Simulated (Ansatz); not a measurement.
Al5Ga. The state is a singlet with charge 0. Geometry PBE-D4/def2-SVP; atoms count from 1.

```xyz
6

Al   -0.897    2.016   -0.615
Al    0.999   -2.434   -1.031
Al    0.687    2.471    1.306
Al   -1.386   -0.448   -0.977
Al   -0.332   -1.830    1.072
Ga    0.929    0.226    0.246
```

The restricted singlet is unstable towards broken spin symmetry in Hartree–Fock (as tested in another run); at PBE0-D4/def2-TZVP this wasn't settled. Another isomer (singlet) lies 0.76 eV lower at PBE0-D4/def2-TZVP; other spin states weren't run for this one.

Q: Estimate the Mulliken populations from the PBE0/def2-TZVP orbitals of Ansatz.

A: 
```tsv
atom	charge (e)
Al1	-0.01
Al2	0.11
Al3	0.06
Al4	-0.01
Al5	0.03
Ga6	-0.18
```
Mulliken values and Mayer orders depend strongly on the basis.

Q: And the Mayer bond orders between bonded heavy atoms (over 0.3)?

A: Al1–Al3 0.85 (2.53 Å); Al1–Al4 0.83 (2.54 Å); Al1–Ga6 0.66 (2.70 Å); Al2–Al5 0.74 (2.56 Å); Al2–Ga6 0.45 (2.95 Å); Al3–Ga6 0.85 (2.49 Å); Al4–Al5 0.56 (2.69 Å); Al4–Ga6 0.52 (2.70 Å); Al5–Ga6 0.69 (2.55 Å). Values over 0.3 also appear between atoms too far apart for a bond (Al2–Al4 0.33 at 3.10 Å; Al3–Al4 0.33 at 4.25 Å); they arise where an orbital or an unpaired electron spreads over both atoms.
